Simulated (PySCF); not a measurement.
# Two-component Hartree-Fock for Rb¹⁰⁺ (rubidium, charge +10)

Start: [Ar] 3d9; 3d3/2 filled at m_j = -1/2, +1/2, +3/2; 3d5/2 filled at m_j = -5/2, -3/2, -1/2, +1/2, +3/2, +5/2. Calculated with PySCF 2.14 in an even-tempered Gaussian basis (18 s from 0.64 bohr⁻², ratio 2.8; 13 p from 0.83 bohr⁻², ratio 2.8; 9 d from 0.83 bohr⁻², ratio 2.8; 4 f from 5.2 bohr⁻², ratio 3): generalised Hartree-Fock with the X2C-1e Hamiltonian and a Gaussian nucleus; one run each with spin-orbit coupling (SO) screened by Boettger's factors, then bare. This is a chosen level, not necessarily the ground level.

```csv
spinor shell,electrons,"ε, screened SO (eV)","ε, bare SO (eV)",weight of nominal j (bare SO),"rms radius, bare SO (bohr)"
1s1/2,2,-15495.5,-15495.5,1.000,0.0464
2s1/2,2,-2312.7,-2312.7,1.000,0.192
2p1/2,2,-2109.7,-2112.2,1.000,0.169
2p3/2,4,-2049.2,-2048.1,1.000,0.173
3s1/2,2,-533.56,-533.57,1.000,0.536
3p1/2,2,-457.17,-457.55,0.940,0.540
3p3/2,4,-449.66,-449.51,0.970,0.549
3d3/2,3,-321.66,-321.97,0.874,0.542
3d5/2,6,-319.79,-319.60,0.937,0.546
```

| quantity | screened SO | bare SO |
| --- | --- | --- |
| E (hartree) | -2945.07342 | -2945.08605 |
| M_J | 3/2 | 3/2 |
| ⟨J²⟩ | 3.751 | 3.751 |
| ⟨L²⟩ | 6.004 | 6.005 |
| ⟨S²⟩ | 0.753 | 0.754 |

Each row is a mean over spinors that exchange with the open shell spreads, by up to 9.370 eV (3p1/2).

Rows whose weight is well below 1 are mixtures of j = l ± 1/2: exchange outweighs spin-orbit coupling there, and the label is only the starting occupation.

Breit and QED terms are absent; they matter most for the inner s and p1/2 levels.

Densities and radii are taken from the X2C orbitals without a picture-change correction, which distorts them close to the nucleus.
